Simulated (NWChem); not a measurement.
Molecule: SiH2Br2; SMILES Br[SiH2]Br

Program: NWChem. Pople sets run with spherical d functions. Structure relaxed at the PBE0/def2-SVP level. B3LYP is NWChem's, with the RPA form of VWN correlation. Total energies compare along this basis series because the functional is fixed.

```json
[
 {"level": "B3LYP/STO-3G", "basis functions": "47", "energy (Ha)": "-5379.3999", "highest occupied level (eV)": "-5.19", "orbital gap (eV)": "8.33", "dipole (D)": "1.83", "relative time": "1"},
 {"level": "B3LYP/3-21G", "basis functions": "61", "energy (Ha)": "-5412.8086", "highest occupied level (eV)": "-8.07", "orbital gap (eV)": "7.33", "dipole (D)": "1.54", "relative time": "1"},
 {"level": "B3LYP/6-31G*", "basis functions": "86", "energy (Ha)": "-5438.5279", "highest occupied level (eV)": "-8.32", "orbital gap (eV)": "7.38", "dipole (D)": "1.40", "relative time": "6"},
 {"level": "B3LYP/def2-SVP", "basis functions": "92", "energy (Ha)": "-5438.4478", "highest occupied level (eV)": "-8.20", "orbital gap (eV)": "7.62", "dipole (D)": "1.14", "relative time": "3"},
 {"level": "B3LYP/def2-SVPD", "basis functions": "122", "energy (Ha)": "-5438.4580", "highest occupied level (eV)": "-8.39", "orbital gap (eV)": "7.26", "dipole (D)": "1.13", "relative time": "4"},
 {"level": "B3LYP/def2-TZVP", "basis functions": "145", "energy (Ha)": "-5439.1827", "highest occupied level (eV)": "-8.38", "orbital gap (eV)": "7.46", "dipole (D)": "1.09", "relative time": "20"},
 {"level": "B3LYP/aug-cc-pVTZ", "basis functions": "214", "energy (Ha)": "-5439.2773", "highest occupied level (eV)": "-8.39", "orbital gap (eV)": "7.26", "dipole (D)": "1.11", "relative time": "80"}
]
```

Times are rough ratios from one shared machine.
